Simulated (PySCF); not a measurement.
A calculated (PBEsol, PySCF 2.14, dyall-av2z, no relativity, point nucleus) atom or ion has these occupied shells.

```
shell  electrons  orbital energy (eV)  rms radius, mean of both spins (bohr)
 1s α          1             -13079.6                                 0.0506
 1s β          1             -13079.5                                 0.0506
 2s α          1              -1681.9                                  0.210
 2s β          1              -1681.9                                  0.210
 2p α          3              -1516.6                                  0.185
 2p β          3              -1516.6                                  0.185
 3s α          1              -230.85                                  0.604
 3s β          1              -230.70                                  0.604
 3p α          3              -173.06                                  0.616
 3p β          3              -172.90                                  0.616
 3d α          5              -69.963                                  0.654
 3d β          5              -69.753                                  0.654
 4s α          1              -20.730                                   1.80
 4p α          3               -8.903                                   2.26
 4p β          3               -8.113                                   2.26
```

Name the element and its charge.

Br (bromine, neutral), in [Ar] 3d10 4s1 4p6, 2S determinant (an excited configuration).
